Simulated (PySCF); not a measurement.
C₅H₄N (SMILES [c]1cccnc1), doublet (typed; the unrestricted solution is spin-contaminated), at a GFN2-xTB geometry; MP2/6-311G** (PySCF).

PySCF was given this input:
```python
from pyscf import gto, scf, mp

mol = gto.Mole()
mol.atom = '''
    C     0.670230   -1.213013    0.016606
    C    -0.698138   -1.210426    0.010904
    C    -1.351389    0.020939   -0.005841
    C    -0.549915    1.151183   -0.015403
    N     0.765437    1.108040   -0.009458
    C     1.402177   -0.055568    0.006446
    H    -1.265642   -2.130391    0.019039
    H    -2.429348    0.090836   -0.011106
    H    -0.981882    2.143756   -0.028509
    H     2.481024   -0.019167    0.010503
'''
mol.basis = '6-311g**'
mol.charge = 0
mol.spin = 1
mol.verbose = 4
mol.build()

mf = scf.UHF(mol)
mf.kernel()

pt = mp.MP2(mf, frozen=6)
pt.kernel()
print('E(MP2) = %.10f' % pt.e_tot)
```

Predict the main parts of the log of this PySCF run.


```
PySCF version 2.14.0

[INPUT] verbose = 4
[INPUT] num. atoms = 10
[INPUT] num. electrons = 41
[INPUT] charge = 0
[INPUT] spin (= nelec alpha-beta = 2S) = 1
[INPUT] symmetry False subgroup None
[INPUT] Mole.unit = angstrom
[INPUT] Symbol           X                Y                Z      unit          X                Y                Z       unit  Magmom
[...]
nuclear repulsion = 198.677362173358
number of shells = 64
number of NR pGTOs = 218
number of NR cGTOs = 132
basis = 6-311g**
ecp = {}

******** <class 'pyscf.scf.uhf.UHF'> ********
method = UHF
initial guess = minao
damping factor = 0
level_shift factor = 0
DIIS = <class 'pyscf.scf.diis.CDIIS'>
diis_start_cycle = 1
diis_space = 8
diis_damp = 0
SCF conv_tol = 1e-09
SCF conv_tol_grad = None
SCF max_cycles = 50
direct_scf = True
direct_scf_tol = 1e-13
number electrons alpha = 21  beta = 20
Set gradient conv threshold to 3.16228e-05
init E= -247.848262041612

cycle= 1 E= -245.987471803591  delta_E= 1.86  |g|= 0.333  |ddm|=    2
cycle= 2 E= -246.074198795681  delta_E= -0.0867  |g|= 0.131  |ddm|= 0.404
cycle= 3 E= -246.088836394636  delta_E= -0.0146  |g|= 0.0611  |ddm|= 0.179
cycle= 4 E= -246.093640012051  delta_E= -0.0048  |g|= 0.0268  |ddm|= 0.0912
cycle= 5 E= -246.094946707016  delta_E= -0.00131  |g|= 0.0173  |ddm|= 0.0456
cycle= 6 E= -246.095771925035  delta_E= -0.000825  |g|= 0.0118  |ddm|= 0.0402
cycle= 7 E= -246.096310272913  delta_E= -0.000538  |g|= 0.0109  |ddm|= 0.0277
cycle= 8 E= -246.096631341317  delta_E= -0.000321  |g|= 0.011  |ddm|= 0.0146
cycle= 9 E= -246.09648325539  delta_E= 0.000148  |g|= 0.0109  |ddm|= 0.00651
cycle= 10 E= -246.094517571422  delta_E= 0.00197  |g|= 0.00887  |ddm|= 0.0965
cycle= 11 E= -246.092201592663  delta_E= 0.00232  |g|= 0.00654  |ddm|= 0.172
cycle= 12 E= -246.091380733379  delta_E= 0.000821  |g|= 0.00625  |ddm|= 0.085
cycle= 13 E= -246.090028921484  delta_E= 0.00135  |g|= 0.00947  |ddm|= 0.111
cycle= 14 E= -246.094253671415  delta_E= -0.00422  |g|= 0.0081  |ddm|= 0.35
cycle= 15 E= -246.095127967319  delta_E= -0.000874  |g|= 0.00973  |ddm|= 0.049
cycle= 16 E= -246.092788823746  delta_E= 0.00234  |g|= 0.0063  |ddm|= 0.152
cycle= 17 E= -246.092875716583  delta_E= -8.69e-05  |g|= 0.00654  |ddm|= 0.00787
cycle= 18 E= -246.092559923851  delta_E= 0.000316  |g|= 0.00632  |ddm|= 0.0274
cycle= 19 E= -246.092606824546  delta_E= -4.69e-05  |g|= 0.00637  |ddm|= 0.00423
cycle= 20 E= -246.092627754276  delta_E= -2.09e-05  |g|= 0.0064  |ddm|= 0.00189
[...]
cycle= 29 E= -246.095362436822  delta_E= -0.00301  |g|= 0.0107  |ddm|= 0.205
cycle= 30 E= -246.09128664171  delta_E= 0.00408  |g|= 0.00647  |ddm|= 0.312
cycle= 31 E= -246.09112223636  delta_E= 0.000164  |g|= 0.00663  |ddm|= 0.0162
cycle= 32 E= -246.091093854321  delta_E= 2.84e-05  |g|= 0.00671  |ddm|= 0.00261
cycle= 33 E= -246.091491276598  delta_E= -0.000397  |g|= 0.00599  |ddm|= 0.0388
cycle= 34 E= -246.091238453387  delta_E= 0.000253  |g|= 0.00637  |ddm|= 0.0254
cycle= 35 E= -246.091408520611  delta_E= -0.00017  |g|= 0.00614  |ddm|= 0.017
cycle= 36 E= -246.091777556637  delta_E= -0.000369  |g|= 0.00579  |ddm|= 0.0382
cycle= 37 E= -246.091935179858  delta_E= -0.000158  |g|= 0.00578  |ddm|= 0.0168
cycle= 38 E= -246.095157781482  delta_E= -0.00322  |g|= 0.0104  |ddm|= 0.236
cycle= 39 E= -246.091975663029  delta_E= 0.00318  |g|= 0.00588  |ddm|= 0.231
cycle= 40 E= -246.091920611033  delta_E= 5.51e-05  |g|= 0.00581  |ddm|= 0.00592
cycle= 41 E= -246.09165163125  delta_E= 0.000269  |g|= 0.00599  |ddm|= 0.0278
cycle= 42 E= -246.091803038277  delta_E= -0.000151  |g|= 0.00596  |ddm|= 0.0158
cycle= 43 E= -246.091344211925  delta_E= 0.000459  |g|= 0.00637  |ddm|= 0.0476
cycle= 44 E= -246.091223379672  delta_E= 0.000121  |g|= 0.00667  |ddm|= 0.0118
cycle= 45 E= -246.091193439509  delta_E= 2.99e-05  |g|= 0.00673  |ddm|= 0.00286
cycle= 46 E= -246.091857804688  delta_E= -0.000664  |g|= 0.00588  |ddm|= 0.0677
cycle= 47 E= -246.09542671677  delta_E= -0.00357  |g|= 0.0105  |ddm|= 0.257
cycle= 48 E= -246.09225156437  delta_E= 0.00318  |g|= 0.00623  |ddm|= 0.216
cycle= 49 E= -246.092211872493  delta_E= 3.97e-05  |g|= 0.00605  |ddm|= 0.0043
cycle= 50 E= -246.091988211119  delta_E= 0.000224  |g|= 0.00592  |ddm|= 0.0227
SCF not converged.
SCF energy = -246.091988211119 after 50 cycles  <S^2> = 0.86444861  2S+1 = 2.111349

******** <class 'pyscf.mp.ump2.UMP2'> ********
nocc = (np.int64(15), np.int64(14)), nmo = (126, 126)
frozen orbitals 6
Init E(MP2) = -0.808978865355615
cycle = 1  E_corr(MP2) = -0.808978650837028  dE = 2.14518587e-07  norm(t2) = 0.000469417
cycle = 2  E_corr(MP2) = -0.808978927787718  dE = -2.7695069e-07  norm(t2) = 8.58902e-07
cycle = 3  E_corr(MP2) = -0.808978927971252  dE = -1.83534188e-10  norm(t2) = 1.77022e-09
E(UMP2) = -246.900967139091  E_corr = -0.808978927971252
E(SCS-UMP2) = -246.874234215583  E_corr = -0.782246004463885
E_corr(same-spin) = -0.217533125886482
E_corr(oppo-spin) = -0.59144580208477
E(MP2) = -246.9009671391
```

The run did not converge; its last values are not results.
